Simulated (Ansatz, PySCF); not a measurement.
Isomers of C2H7Al: 1 is [CH3][AlH][CH3], 2 is [AlH2][CH2]C; one conformer of each (the lowest of an xTB search), B3LYP-D3(BJ)/def2-TZVP minima.
Isomer 1 (charge 0, multiplicity 1):
```xyz
10

C     -1.7104    -0.0912     0.1939
Al     0.0232     0.6320    -0.3593
C      1.6912    -0.3146     0.0355
H     -1.9587     0.2688     1.1995
H     -2.5270     0.2221    -0.4607
H     -1.7100    -1.1830     0.2453
H      0.0817     2.0132    -1.1418
H      1.9992    -0.9056    -0.8353
H      2.5162     0.3692     0.2511
H      1.5947    -1.0110     0.8719
```
Isomer 2 (charge 0, multiplicity 1, Z-matrix in Å and degrees):
```
C
H 1 1.0980
H 1 1.0980 2 103.98
C 1 1.5355 2 110.19 3 118.06
H 4 1.0924 1 111.56 2 -177.39
H 4 1.0924 5 106.72 1 122.10
H 4 1.0933 5 107.27 6 114.71
Al 1 1.9620 2 107.40 3 -113.64
H 8 1.5856 1 119.85 2 55.68
H 8 1.5859 9 119.25 1 -180.00
```

No zero-point or thermal terms.

Cores are frozen in the correlated methods. Rows in 3-21G, 6-31G* carry no dispersion term and start afresh at each structure (6-31G* with six Cartesian d functions).

The values were computed with Ansatz (a quantum-chemistry and plane-wave program); PySCF for 3-21G rows, 6-31G* rows, the dispersion terms. Values without a source in brackets are computed.

```
level                    electronic energy of isomer 2 less that of isomer 1 (eV)
-----------------------  --------------------------------------------------------
BP86/6-31G*                                                                 0.560
B3LYP/3-21G                                                                     …
B3LYP/def2-TZVPP                                                            0.657
B3LYP-D4/def2-TZVPP                                                         0.639
PBE0/def2-TZVPP                                                             0.650
CAM-B3LYP-D4/def2-TZVPP                                                     0.635
wB97M-V/def2-TZVPP                                                          0.657
B2PLYP-D4/def2-TZVPP                                                        0.647
SCS-MP2/cc-pV(T+d)Z                                                             …
```

Question: Complete the blanks.

Answer: 
- B3LYP/3-21G, electronic energy of isomer 2 less that of isomer 1 (eV): 0.736
- SCS-MP2/cc-pV(T+d)Z, electronic energy of isomer 2 less that of isomer 1 (eV): 0.610
